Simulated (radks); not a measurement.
The numbers below are computed, except where a source is named.
Numerical settings for neutral mercury, [Hg]. Code: a radial shooting solver on a logarithmic mesh with Libxc functionals. Model: scalar-relativistic Kohn-Sham, PBE, spin-polarised, spherical densities, finite nucleus; Fermi nuclear charge, rms radius 5.4648 fm. The defaults (mesh step 0.008 in ln r, mesh end at 40 bohr or more with all orbitals vanishing there, Anderson mixing 0.5 over 9 steps, residual threshold near 1e-9 with the energy settled to 1e-9 hartree or 1e-11 of itself, here a cap of 95 iterations) give E = -19617.974 hartree and 6s at -6.811 eV in 15 iterations. Run on one thread of a shared host, so times are rough (Arm Neoverse N1): 0.39 s of CPU time, 0.39 s wall, 15 iterations on 2440 mesh points. Changes against that run (0 stands for a change within the tolerance of the run):

[
 {"setting": "mesh step in ln r 0.12", "iterations": "4", "converged": "no", "E (mhartree)": "diverged", "e(6s) (meV)": "-", "CPU (s)": "0.02"},
 {"setting": "mesh step in ln r 0.08", "iterations": "4", "converged": "no", "E (mhartree)": "diverged", "e(6s) (meV)": "-", "CPU (s)": "0.05"},
 {"setting": "mesh step in ln r 0.05", "iterations": "15", "converged": "yes", "E (mhartree)": "+0.116", "e(6s) (meV)": "+0.0109", "CPU (s)": "0.09"},
 {"setting": "mesh end (bohr) 20", "iterations": "15", "converged": "yes", "E (mhartree)": "0", "e(6s) (meV)": "0", "CPU (s)": "0.37"},
 {"setting": "mesh end (bohr) 1", "iterations": "15", "converged": "level above zero", "E (mhartree)": "+3.3e+05", "e(6s) (meV)": "+1.27e+06", "CPU (s)": "0.29"},
 {"setting": "residual threshold 0.001", "iterations": "9", "converged": "yes", "E (mhartree)": "0", "e(6s) (meV)": "+1.22", "CPU (s)": "0.28"},
 {"setting": "residual threshold 1e-05", "iterations": "11", "converged": "yes", "E (mhartree)": "0", "e(6s) (meV)": "-0.11", "CPU (s)": "0.32"},
 {"setting": "mixing 1", "iterations": "14", "converged": "yes", "E (mhartree)": "0", "e(6s) (meV)": "0", "CPU (s)": "0.37"},
 {"setting": "linear mixing, mixing 1", "iterations": "95", "converged": "no", "E (mhartree)": "+4.43e+05", "e(6s) (meV)": "-1e+06", "CPU (s)": "7.1"},
 {"setting": "linear mixing, mixing 0.5", "iterations": "30", "converged": "yes", "E (mhartree)": "0", "e(6s) (meV)": "0", "CPU (s)": "0.61"},
 {"setting": "mixing history 2", "iterations": "26", "converged": "yes", "E (mhartree)": "0", "e(6s) (meV)": "0", "CPU (s)": "0.58"},
 {"setting": "iteration cap 5", "iterations": "5", "converged": "no", "E (mhartree)": "+5.06", "e(6s) (meV)": "+51.3", "CPU (s)": "0.16"}
]

Settled on a wrong energy, with an occupied level pushed above zero by the early mesh end: mesh end (bohr) 1 (+330 hartree). Apart from these: no run marked as converged misses the energy by more than 1 mhartree. A mesh that ends early acts as a hard wall.
